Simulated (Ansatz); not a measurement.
`[CH3][GeH2][Br]` + HBr → `[Br][GeH2][Br]` + CH₄ at 600 K and 1 bar (ligand exchange at a Ge–C bond).

Gas-phase electronic energies from Ansatz, PBE0-D4/def2-TZVP geometries. CCSD(T)/CBS is the MP2 limit (def2-TZVPP, def2-QZVPP) plus CCSD(T) − MP2 in def2-TZVPP, frozen cores. This one scheme is used for every species. For Br, Ge outer-core shells are correlated without core-valence functions, which leaves a few kJ/mol of doubt a bond. Scalar relativity is left out up to krypton.

```
          species  CCSD(T)/CBS energy (Eh)  H − E (kJ/mol)  S (J/(mol·K))
`[CH3][GeH2][Br]`              -4690.53762           187.7          394.2
              HBr              -2573.91920            33.5          219.1
 `[Br][GeH2][Br]`              -7224.02757            86.2          379.3
              CH₄                -40.46206           140.4          215.7
```

H − E and S are ideal-gas, rigid-rotor, harmonic terms from PBE0-D4/def2-TZVP. 1 Eh = 2625.50 kJ/mol, R = 8.31446 J/(mol·K).

Q: By hand: ΔE, ΔH, ΔS and ΔG.

A: ΔE = (-7224.02757) + (-40.46206) − (-4690.53762) − (-2573.91920) = -0.03281 Eh = -86.1 kJ/mol. Δ(H − E) = 86.2 + 140.4 − 187.7 − 33.5 = 5.4, so ΔH = -80.7 kJ/mol. ΔS = 379.3 + 215.7 − 394.2 − 219.1 = -18.3 J/(mol·K). ΔG = -80.7 − 600 × (-18.3)/1000 = -69.7 kJ/mol.

Q: By hand: the equilibrium constant, and the temperature at which ΔG would vanish if ΔH and ΔS stayed fixed.

A: log₁₀ K = −ΔG/(RT ln 10) = 6.1. ΔG = 0 at ΔH/ΔS = 4410 K, far beyond where these terms or the molecules hold.

ΔH outweighs TΔS. A doubt of 5 kJ/mol in ΔE shifts log₁₀ K by 0.4 here. These are equilibria of isolated gas molecules and say nothing of rates. Largest T1 diagnostic: 0.009 (customary marks: 0.02 for closed shells, 0.045 for open ones).
